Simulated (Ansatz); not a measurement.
CH6ClGeNO can be A, `[CH3][Ge]([NH2])([OH])[Cl]`, or B, `C[NH][GeH]([OH])[Cl]`.

Computed with Ansatz on PBE0-D4/def2-TZVP structures; ΔE is electronic, products minus reactants. CCSD(T)/CBS is the MP2 limit (def2-TZVPP, def2-QZVPP) plus CCSD(T) − MP2 in def2-TZVPP, frozen cores. Functionals use def2-TZVPP. B3LYP here is the variant with VWN-RPA as its local correlation; programs differ in this. For Ge outer-core shells are correlated without core-valence functions, which leaves a few kJ/mol of doubt a bond. Scalar relativity is left out up to krypton. One conformer a species, not always the lowest.

Question: Which is lower in electronic energy at CCSD(T)/CBS, and by how much? (An estimate is asked.)

Answer: Ansatz gave: A, by 91.2 kJ/mol.

Question: Give E(B) − E(A) in kJ/mol with HF/def2-TZVPP, ωB97M-V, CCSD(T)/def2-TZVPP, B3LYP, MP2/def2-TZVPP, PBE0-D4, r2SCAN-D4. (An estimate is asked.)

Answer: Ansatz gave: HF/def2-TZVPP 83.3, ωB97M-V 89.6, CCSD(T)/def2-TZVPP 90.1, B3LYP 86.0, MP2/def2-TZVPP 94.9, PBE0-D4 88.3, r2SCAN-D4 91.4. None reverses the order clearly.

Largest T1 diagnostic: 0.011.

In def2-TZVPP, CCSD(T) changes the Hartree–Fock value by +6.8 kJ/mol (the triples alone add +0.5 kJ/mol) and MP2 by +11.6 kJ/mol.
